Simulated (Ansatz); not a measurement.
GaGe18H28, a doped nanocrystal cut from the lattice of germanium (Ga on an inner site), relaxed as a doublet with UKS PBE-D4/def2-SVP in Ansatz, starting from the GFN2-xTB geometry. Force threshold 0.03 eV/Å.

Single mean-field runs in def2-SVP are fitted with def2-universal-jkfit. The relaxation made no stability test and no search for a lower SCF solution.

Start:

```
atom    x (Å)    y (Å)    z (Å)
 Ge1   3.6543  -0.2024   1.5984
 Ge2  -1.1768   2.5221   2.8587
 Ge3   3.1966   0.8313  -2.2251
 Ge4  -1.6363   3.5358  -0.9104
 Ge5   4.7991  -2.6457  -1.2839
 Ge6   1.6563  -3.5138   0.9478
 Ge7   1.2021  -2.4982  -2.8832
 Ga8  -0.0032  -0.0018   0.0075
 Ge9  -3.2199  -0.8400   2.2035
Ge10  -3.6731   0.1665  -1.5753
Ge11  -4.7960   2.6462   1.2776
Ge12   4.6177  -0.3182  -0.6264
Ge13  -0.1283   2.4142   0.6524
Ge14   1.4213  -1.1944   1.6826
Ge15  -3.3738   1.4903   2.8661
Ge16   0.9508  -0.1352  -2.3064
Ge17  -3.8341   2.5054  -0.9451
Ge18   2.6008  -3.6707  -1.2838
Ge19  -2.2566  -1.0904  -0.0298
 H20   3.5903   1.2556   2.0340
 H21   4.6196  -0.7842   2.6176
 H22  -1.2499   3.9274   3.4310
 H23  -0.2974   1.8186   3.8839
 H24   3.1092   2.3077  -1.8600
 H25   3.8616   0.8874  -3.5905
 H26  -1.7613   5.0309  -0.6641
 H27  -1.0461   3.4887  -2.3138
 H28   5.7458  -3.3939  -0.3625
 H29   5.4635  -2.7786  -2.6413
 H30   2.4438  -4.3850   1.9132
 H31   0.2929  -4.1946   0.9516
 H32   1.7169  -2.7020  -4.2985
 H33  -0.1683  -3.1597  -2.9466
 H34  -2.3710  -1.5991   3.2150
 H35  -4.5686  -1.5255   2.3472
 H36  -3.1104   0.0639  -2.9873
 H37  -5.0557  -0.4403  -1.7522
 H38  -5.0051   4.0920   1.6872
 H39  -6.2046   2.0819   1.3013
 H40   5.9953   0.3471  -0.6229
 H41   1.1130   3.3314   0.7502
 H42   1.0750  -1.2787   3.1879
 H43  -3.9689   1.5691   4.2727
 H44   0.2622   0.5220  -3.5278
 H45  -4.7214   3.2352  -1.9551
 H46   2.6966  -5.1399  -1.6953
 H47  -2.4578  -2.5784  -0.4000
```

```csv
step,energy (eV),largest force component (eV/Å),SCF passes
1,-1069876.4097,0.532,22
2,-1069876.9569,0.273,27
3,-1069877.0505,0.050,22
4,-1069877.0693,0.070,22
5,-1069877.0854,0.060,23
6,-1069877.0924,0.037,23
7,-1069877.0953,0.046,22
8,-1069877.0977,0.054,22
9,-1069877.1020,0.095,26
10,-1069877.1051,0.169,27
11,-1069877.1196,0.114,23
12,-1069877.1452,0.107,26
13,-1069877.1509,0.096,22
14,-1069877.1596,0.046,22
15,-1069877.1642,0.035,20
16,-1069877.1679,0.037,21
17,-1069877.1712,0.036,20
18,-1069877.1731,0.034,20
19,-1069877.1742,0.016,20
20,-1069877.1753,0.038,20
21,-1069877.1765,0.048,20
22,-1069877.1785,0.048,21
23,-1069877.1822,0.050,20
24,-1069877.1838,0.050,21
25,-1069877.1867,0.052,21
26 (rejected),-1069877.1767,0.122,21
27,-1069877.1904,0.013,21
28,-1069877.1914,0.017,20
```

Force components are those of the run's own axes.

End:

| atom | x (Å) | y (Å) | z (Å) |
| --- | --- | --- | --- |
| Ge1 | 4.045 | -0.417 | 1.611 |
| Ge2 | -1.494 | 2.825 | 2.995 |
| Ge3 | 2.972 | 0.933 | -1.995 |
| Ge4 | -1.446 | 3.588 | -0.895 |
| Ge5 | 4.466 | -2.774 | -1.582 |
| Ge6 | 1.581 | -3.491 | 1.105 |
| Ge7 | 0.771 | -2.363 | -2.765 |
| Ga8 | 0.296 | 0.269 | 0.538 |
| Ge9 | -2.892 | -0.835 | 2.178 |
| Ge10 | -3.279 | 0.001 | -1.751 |
| Ge11 | -4.847 | 2.422 | 0.872 |
| Ge12 | 4.573 | -0.465 | -0.777 |
| Ge13 | -0.149 | 2.636 | 0.953 |
| Ge14 | 1.730 | -1.176 | 1.890 |
| Ge15 | -3.514 | 1.477 | 2.695 |
| Ge16 | 0.700 | -0.057 | -1.949 |
| Ge17 | -3.551 | 2.372 | -1.207 |
| Ge18 | 2.204 | -3.657 | -1.260 |
| Ge19 | -1.828 | -1.000 | -0.054 |
| H20 | 4.195 | 1.042 | 2.140 |
| H21 | 5.062 | -1.316 | 2.378 |
| H22 | -1.903 | 4.297 | 3.304 |
| H23 | -0.688 | 2.281 | 4.214 |
| H24 | 2.881 | 2.350 | -1.355 |
| H25 | 3.393 | 1.104 | -3.489 |
| H26 | -1.807 | 5.080 | -0.620 |
| H27 | -0.622 | 3.543 | -2.216 |
| H28 | 5.503 | -3.629 | -0.795 |
| H29 | 4.844 | -2.834 | -3.092 |
| H30 | 2.545 | -4.420 | 1.906 |
| H31 | 0.137 | -4.040 | 1.299 |
| H32 | 1.403 | -2.372 | -4.190 |
| H33 | -0.667 | -2.943 | -2.879 |
| H34 | -1.878 | -1.382 | 3.226 |
| H35 | -4.144 | -1.770 | 2.183 |
| H36 | -2.696 | -0.230 | -3.174 |
| H37 | -4.674 | -0.692 | -1.689 |
| H38 | -5.234 | 3.885 | 1.239 |
| H39 | -6.164 | 1.609 | 0.692 |
| H40 | 5.998 | 0.119 | -1.036 |
| H41 | 1.145 | 3.490 | 1.144 |
| H42 | 1.388 | -1.142 | 3.414 |
| H43 | -4.358 | 1.452 | 4.008 |
| H44 | -0.247 | 0.834 | -2.814 |
| H45 | -4.387 | 3.051 | -2.337 |
| H46 | 2.176 | -5.153 | -1.707 |
| H47 | -1.537 | -2.505 | -0.357 |

By distances, no bond broke or formed. The bond that changes most is Ga8–Ge13, from 2.50 to 2.44 Å (atoms count from 1).

The force fell under the threshold at step 19, but the optimiser went on and released 0.017 eV more. No frequencies were taken in this run, so the end may be a saddle point.

Hardware: 11 threads of AMD EPYC 7R13 on a shared host and a whole NVIDIA H100 80GB HBM3. Wall time 1.8 min, peak host memory 1.6 GiB.
